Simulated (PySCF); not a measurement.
## SMILES CC/C=C(\C=O)O[SiH3], C₅H₁₀O₂Si

Cartesian coordinates in Å; atom numbers follow the order of the lines, from 1:
```xyz
18

C    -2.6500    0.4640   -0.7271
C    -1.9839   -0.0128    0.5683
C    -0.6231    0.5812    0.7030
C     0.5584    0.0024    0.4129
C     0.7134   -1.3623   -0.0830
O     1.7961   -1.8190   -0.3673
O     1.6971    0.6880    0.5619
Si    3.2442    0.2216    0.2383
H    -2.0652    0.1504   -1.5884
H    -2.7254    1.5482   -0.7404
H    -3.6498    0.0453   -0.8116
H    -2.5920    0.3122    1.4155
H    -1.9489   -1.1015    0.5758
H    -0.5920    1.6133    1.0274
H    -0.2038   -1.9564   -0.1984
H     3.4718    0.0039   -1.1855
H     3.8397    1.4901    0.6626
H     3.7046   -0.8624    1.0978
```

Computed, not measured: quadratic response wB97X-D/def2-SVPD first hyperpolarisability, Taylor convention, gas phase (PySCF). Geometry: GFN2-xTB.

(1) Give the tensor of the second harmonic β(−2ω;ω,ω) at 800 nm in the axes of these coordinates.

Answers

(1) In au, Taylor convention; rows are the first index (the induced dipole):
|  | xx | yy | zz | xy | xz | yz |
| --- | --- | --- | --- | --- | --- | --- |
| x | +162.8 | -236.1 | -17.3 | +134.5 | +14.0 | -71.7 |
| y | +23.0 | +136.9 | +10.8 | -162.0 | -39.0 | +54.4 |
| z | -9.7 | +56.6 | +24.5 | -47.9 | -13.9 | +14.0 |

Norm of βᵢ = ⅓ Σⱼ (βᵢⱼⱼ + βⱼᵢⱼ + βⱼⱼᵢ): 264.5 au, hyper-Rayleigh value 157.9 au.
